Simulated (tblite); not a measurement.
Species: C₂H₇NPSi (doublet state).
Numbering: `[CH3:1]/[N:2]=[C:3]/[SiH2:4][PH2:5]` (hydrogens: H6, H7, H8 on C1; H9, H10 on Si4; H11, H12 on P5)

A start from a force field or distance geometry was refined with GFN2-xTB geometry optimisation, gas phase (tblite). Values at the start:

```
  coordinate    start
       C1–N2  1.425 Å
       C1–H6  1.106 Å
       N2=C3  1.290 Å
      C3–Si4  1.837 Å
      Si4–P5  2.208 Å
      Si4–H9  1.473 Å
      P5–H11  1.465 Å
    C1–N2–C3   117.1°
   N2–C3–Si4   122.0°
   C3–Si4–P5   107.8°
C1–N2–C3–Si4     180°
N2–C3–Si4–P5      70°
```

Q: How do these coordinates change at the GFN2-xTB level?

A: 
```csv
coordinate,GFN2-xTB (Å or °),change
P5–H11,1.382,-0.083
N2=C3,1.220,-0.070
Si4–P5,2.256,+0.048
C1–H6,1.091,-0.015
C3–Si4,1.842,+0.005
C1–N2,1.421,-0.004
Si4–H9,1.474,+0.001
N2–C3–Si4,140.6,+18.6
C1–N2–C3,133.8,+16.7
C3–Si4–P5,102.6,-5.2
N2–C3–Si4–P5,107,+37
C1–N2–C3–Si4,-175,+5
```

The energy falls by 22.9 kcal/mol over 94 L-BFGS steps, the largest force on an atom goes from 3.77 to 0.010 eV/Å, and the atoms move by 0.380 Å rms after alignment. The bond that changes most is P5–H11 (ends: phosphorus bonded to Si and 2 H; hydrogen on phosphorus), which shortens by 0.083 Å. Bonds longer at the end by more than 0.005 Å: 1 of 11; shorter: 6. Among the dihedrals that turn most is H6–C1–N2–C3, from -49° to -121°. Rotational constants go from 6368, 1422, 1219 to 6628, 1300, 1128 MHz.

Time: 0.39 s. Hardware: one thread, Arm Neoverse V2 (aarch64), on a shared host.

GFN2-xTB frequencies show an imaginary mode (81i cm⁻¹), so the point is no minimum at that level.

One conformer stands for the species.

All values are computed, not measured.
